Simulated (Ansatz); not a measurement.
C2H6O3Si (`O=CC(O)[SiH2]O`), charge 0, multiplicity 1.

(1) Give a relaxed structure at PBE0-D4/def2-TZVP (the Gaussian-basis code of Ansatz). (Estimate.)

Answers

(1) Ansatz gave: 
Cartesian coordinates in Å:
```
O -2.345 0.899 0.266
C -1.488 0.669 -0.554
C -0.057 0.647 -0.189
O 0.145 1.072 1.139
Si 0.692 -1.115 -0.239
O 2.182 -1.010 0.434
H -1.739 0.445 -1.608
H 0.500 1.279 -0.897
H -0.747 1.218 1.495
H -0.230 -1.990 0.530
H 0.868 -1.615 -1.623
H 2.219 -0.498 1.247
```
This is one stationary point; other conformers may exist.
